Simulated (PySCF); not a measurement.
## TDDFT excited states: Ge8H8

Species: Ge8H8 cubane, Ge8H8.
Geometry (PBE0-D3(BJ)/def2-SVP, Å), atoms numbered from 1 in this order:
```
atom  x, y, z in Å
Ge1   -1.7402   -1.1778    0.4578
H2    -2.9841   -2.0285    0.7864
Ge3   -0.0290   -0.4606    2.1022
H4    -0.0524   -0.7998    3.6068
Ge5    1.7645   -1.1126    0.5134
H6     3.0374   -1.9061    0.8736
Ge7    0.0499   -1.8308   -1.1308
H8     0.0944   -3.1401   -1.9448
Ge9    0.0252    0.4560   -2.0940
H10    0.0422    0.7949   -3.5987
Ge11  -1.7664    1.1105   -0.5058
H12   -3.0399    1.9026   -0.8676
Ge13  -0.0547    1.8274    1.1410
H14   -0.1022    3.1369    1.9544
Ge15   1.7373    1.1737   -0.4490
H16    2.9837    2.0203   -0.7785
```

Level of theory: PySCF 2.14.0, density-fitted response routines, TDDFT wB97X-D/def2-SVPD, vertical, gas phase, core orbitals frozen in the response. Relativistic effects, spin–orbit coupling among them, are left out although an element past zinc is present.

**Question.** What does the calculation give for the low-lying excited states?

**Answer.** 

| state | E (eV) | ν̃ (cm⁻¹) | f | \|μ\| (D) | main configurations (H = HOMO, L = LUMO) |
| --- | --- | --- | --- | --- | --- |
| S1 | 3.60 | 29070 | 0.0000 | 0.00 | H-2/H-1/H→L/L+1/L+2 (≥65%) |
| S2 | 3.72 | 30000 | 0.0000 | 0.00 | H-2/H-1/H→L/L+1/L+2 (≥62%) |
| S3 | 3.72 | 30020 | 0.0000 | 0.00 | H-2/H-1/H→L/L+1/L+2 (≥61%) |
| S4 | 3.72 | 30030 | 0.0000 | 0.00 | H-2/H-1/H→L/L+1/L+2 (≥74%) |
| S5 | 3.89 | 31340 | 0.0000 | 0.00 | H-2/H-1/H→L/L+1/L+2 (≥69%) |
| S6 | 3.89 | 31360 | 0.0000 | 0.00 | H-2/H-1/H→L/L+1/L+2 (≥70%) |
| S7 | 4.01 | 32330 | 0.0000 | 0.01 | H-2/H-1/H→L+3 (≥96%) |
| S8 | 4.02 | 32450 | 0.0000 | 0.01 | H-2/H-1/H→L+3 (≥94%) |
| S9 | 4.03 | 32470 | 0.0000 | 0.00 | H-2/H-1/H→L+3 (≥95%) |
| S10 | 4.05 | 32630 | 0.0000 | 0.00 | H-2/H-1/H→L/L+1/L+2 (≥51%) |
| S11 | 4.05 | 32660 | 0.0000 | 0.00 | H-2/H-1/H→L/L+1/L+2 (≥61%) |
| S12 | 4.05 | 32660 | 0.0000 | 0.00 | H-2/H-1/H→L/L+1/L+2 (≥90%) |
| S13 | 4.99 | 40290 | 0.0000 | 0.01 | H-4→L/L+1/L+2 (≥52%), H-3→L/L+1/L+2 (≥25%) |
| S14 | 5.00 | 40320 | 0.0000 | 0.01 | H-4→L/L+1/L+2 (≥36%), H-3→L/L+1/L+2 (≥14%) |
| S15 | 5.00 | 40360 | 0.0000 | 0.01 | H-3→L/L+1/L+2 (≥59%) |

Triplets, Tamm–Dancoff:

```csv
state,E (eV),λ (nm),"main configurations (H = HOMO, L = LUMO)"
T1,3.52,352.5,H-2/H-1/H→L/L+1/L+2 (≥74%)
T2,3.52,351.8,H-2/H-1/H→L/L+1/L+2 (≥67%)
T3,3.53,351.5,H-2/H-1/H→L/L+1/L+2 (≥64%)
T4,3.53,351.3,H-2/H-1/H→L/L+1/L+2 (≥81%)
```

The lowest singlet comes at 344 nm (348 kJ/mol) in the ultraviolet; it is dark (f under 0.0005); its leading configuration is HOMO-2/HOMO-1/HOMO→LUMO/LUMO+1/LUMO+2 (≥65%). The largest oscillator strength of a single state is 0.0000. S2/S3/S4, S5/S6, S8/S9, S10/S11/S12 and S13/S14/S15 lie within about 0.01 eV of each other in each set; the point group Oh has degenerate representations, and within a degenerate level the listed configurations can mix freely. Löwdin shares by element: HOMO (one of a set within 0.03 eV) germanium 64% or more (atoms not listed hold the other 36%); LUMO (one of a set within 0.03 eV) germanium 47% or more (atoms not listed hold the other 53%). The oscillator strengths of these states sum to 0.000; summed over the whole spectrum of an exact calculation they would give the number of electrons, 264 (Thomas–Reiche–Kuhn). Orbital energies (eV): HOMO-3 -9.01, HOMO-2 -7.67, HOMO-1 -7.67, HOMO -7.65, LUMO 0.04, LUMO+1 0.04, LUMO+2 0.06. No computed singlet lies in the visible range (380 to 750 nm); the lowest, at 344 nm, stands 0.34 eV above its violet end (3.26 eV). Orbitals of the list HOMO-3 to LUMO+2 that lie within 0.01 eV of each other are written together with a slash and their weights summed (≥ marks a lower bound); for degenerate orbitals outside that list single weights are arbitrary. The window holds the lowest 15 singlets.

One conformer stands for the species.
